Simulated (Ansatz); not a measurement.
Ideal-gas functions of `[Cl][Zr]([Cl])([Br])[Br]` at 800 K and 1 bar, from an Ansatz frequency run at PBE0-D4/def2-TZVP.

Molar mass 321.94 g/mol, point group C2v (symmetry number 2), electronic degeneracy 1, moments of inertia 648.729, 903.18, 1046.891 u Å². Harmonic wavenumbers (cm⁻¹, unscaled): 67, 81, 87, 91, 100, 271, 323, 413, 430.

Use S(trans) = R[1.5 ln M + 2.5 ln T − 1.1517]; rotational temperatures θ = 24.2544 K / I; S(rot) = R[ln(√π/σ · √(T³/θAθBθC)) + 1.5]; for each mode x = 1.438777 ν̃/T, S = R[x/(eˣ − 1) − ln(1 − e⁻ˣ)] and H = RT x/(eˣ − 1); 1 cm⁻¹ = 0.0119627 kJ/mol; R = 8.31446 J/(mol·K).

Q: By hand: the entropy, in J/(mol·K).

A: Translation 201.4. Rotation: θ = 0.0374, 0.0269, 0.0232 K, giving 139.2. Vibration, mode by mode: 25.91, 24.34, 23.75, 23.37, 22.59, 14.37, 12.95, 10.98, 10.66, in all 168.9. Electronic 0.0. Sum 509.5 J/(mol·K).

Q: By hand: H − E and G − E in kJ/mol, counted from the electronic energy.

A: Zero-point energy ½ × 1863 × 0.0119627 = 11.1; thermal vibration 49.7; translation, rotation and pV give 4 RT = 26.6. H − E = 87.4 kJ/mol, and G − E = 87.4 − 800 × 509.5/1000 = -320.2 kJ/mol.

Vibration gives 33 % of the entropy, 120.0 J/(mol·K) of it from the modes under 150 cm⁻¹: soft modes count most, and the harmonic formula is weakest for them.
